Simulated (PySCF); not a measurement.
## Core-level binding energies of `FC(F)(F)[SiH2]Cl`

CH2ClF3Si.
Z-matrix (Å and degrees, PBE0-D3(BJ)/def2-SVP geometry), rows numbered from 1:
```
F 
C   1  1.3369
F   2  1.3372  1  107.68
F   2  1.3438  1  107.51  3  -115.48
Si  2  1.9305  1  112.44  3   124.22
Cl  5  2.0538  2  108.27  1   -59.87
H   5  1.4841  2  107.65  1    59.21
H   5  1.4842  2  107.69  1  -179.09
```

Method: PySCF 2.14.0, delta-SCF UKS SCAN, pcX-2 on the ionised atom, pcseg-1 elsewhere, spin-free X2C. Vertical ΔSCF values, vacuum level as zero.

Question: Give the core binding energies atom by atom.

Answer: 
```
 atom(s)              environment     level  binding energy (eV)  2p1/2 (eV)  count
     Si5   chlorine-bound silicon  Si 2p3/2               108.73      109.36      1
     Cl6   silicon-bound chlorine  Cl 2p3/2               206.68      208.33      1
      C2               CF3 carbon      C 1s               297.90           –      1
F1/F3/F4  fluorine of a CF3 group      F 1s               694.16           –      3
     Si5   chlorine-bound silicon     Si 1s              1848.58           –      1
     Cl6   silicon-bound chlorine     Cl 1s              2829.29           –      1
```

Question: Which photon energy gives electrons from Cl 1s of Cl6 a kinetic energy of 50 eV, and what is their de Broglie wavelength?

Answer: hν = 2829.29 + 50 = 2879.29 eV, recoil neglected; λ = 12.264 Å/√(E/eV) = 1.73 Å.

Question: Express the binding energy of Cl 1s of Cl6 in atomic units and per mole.

Answer: 2829.29 eV = 103.9745 Eh = 272985 kJ/mol.

One atom of each set of topologically equivalent atoms was ionised and stands for the set; in this conformer not all members are related by symmetry, and their own values weren't computed. Spin–orbit coupling isn't in the SCF: each 2p doublet comes from a relaxed spin-free hole plus a matrix of the shell (mean-field spin–orbit coupling and the ground-state 2p splitting), with 2p3/2 averaged over its two sublevels. 2p1/2 minus 2p3/2 (ligand field included): Si 0.63 eV, Cl 1.65 eV. Isolated species at its PBE0-D3(BJ)/def2-SVP geometry, gas phase.
